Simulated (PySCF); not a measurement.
Job for PySCF: R-B3LYP/3-21G on C4H10 (SMILES CCCC).

```python
from pyscf import gto, scf, dft, mp
from pyscf.data.elements import chemcore

mol = gto.M(
    atom='''
    C    -1.92930356   -0.27119966   -0.05757754
    C    -0.48045022   -0.55784097    0.32570774
    C     0.48049188    0.55770056   -0.07981184
    C     1.92927607    0.27129064    0.30391115
    H    -2.59233772   -1.08408995    0.24449733
    H    -2.03138362   -0.14218358   -1.13794959
    H    -2.28736620    0.64499373    0.41850402
    H    -0.15669171   -1.49580331   -0.13786603
    H    -0.41101721   -0.71496948    1.40736515
    H     0.41129847    0.71463728   -1.16151383
    H     0.15652542    1.49570776    0.38352418
    H     2.28774215   -0.64471397   -0.17222899
    H     2.59223813    1.08440151    0.00226798
    H     2.03097812    0.14206943    1.38429668
    ''',
    basis='3-21g',
    charge=0, spin=0, verbose=3, max_memory=1800)
mf = dft.RKS(mol, xc='b3lyp')
mf.conv_tol = 1e-8
mf.max_cycle = 100
mf.kernel()
if not mf.converged:
    mf = mf.newton().run(mf.mo_coeff, mf.mo_occ)
```

It printed:

```
converged SCF energy = -157.602873297344
```

Self-consistency was reached.

Cost: very roughly 2.9 core-seconds.
